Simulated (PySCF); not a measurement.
B-trichloroborazine (B3Cl3H3N3), SMILES ClB1NB(Cl)NB(Cl)N1.

Geometry: B3LYP-D3(BJ)/def2-SVP.

Method: B3LYP-D3(BJ)/def2-SVP run with PySCF.

Frequencies are harmonic and unscaled.

```
mode  ν (cm⁻¹)  IR (km/mol)  moving atoms (share of kinetic energy)
----  --------  -----------  --------------------------------------
1           96          0.4                 N 42 %, Cl 41 %, B 16 %
2          145          0.0                 N 71 %, Cl 12 %, H 11 %
3          145          0.0                 N 71 %, Cl 12 %, H 11 %
4          167          1.5                          Cl 84 %, N 9 %
5          167          1.5                          Cl 84 %, N 9 %
6          354          0.0                                 Cl 96 %
7          377          9.1                 Cl 41 %, N 39 %, B 15 %
8          377          9.1                 Cl 41 %, N 39 %, B 15 %
9          391          0.0         N 39 %, B 34 %, Cl 13 %, H 13 %
10         556          0.0                          B 82 %, H 12 %
11         556          0.0                          B 82 %, H 12 %
12         662          0.3                  B 58 %, N 21 %, H 21 %
13         689          0.0                          H 76 %, N 19 %
14         689          0.0                          H 76 %, N 19 %
15         732        249.0                   H 77 %, N 15 %, B 8 %
16         757         94.5                 N 49 %, B 34 %, Cl 15 %
17         757         94.5                 N 49 %, B 34 %, Cl 15 %
18         873          0.0                                  N 92 %
19        1047         58.1                  H 58 %, B 26 %, N 14 %
20        1047         58.2                  H 58 %, B 26 %, N 14 %
21        1153          0.0                                  B 95 %
22        1225          0.0                          H 80 %, B 19 %
23        1311          0.0                          N 53 %, B 41 %
24        1367          5.3                  B 59 %, H 28 %, N 13 %
25        1367          5.2                  B 59 %, H 28 %, N 13 %
26        1491       1161.4                  N 45 %, B 42 %, H 12 %
27        1491       1161.3                  N 45 %, B 42 %, H 12 %
28        3637         93.8                                  H 93 %
29        3637         93.4                                  H 93 %
30        3637          1.2                                  H 93 %
```
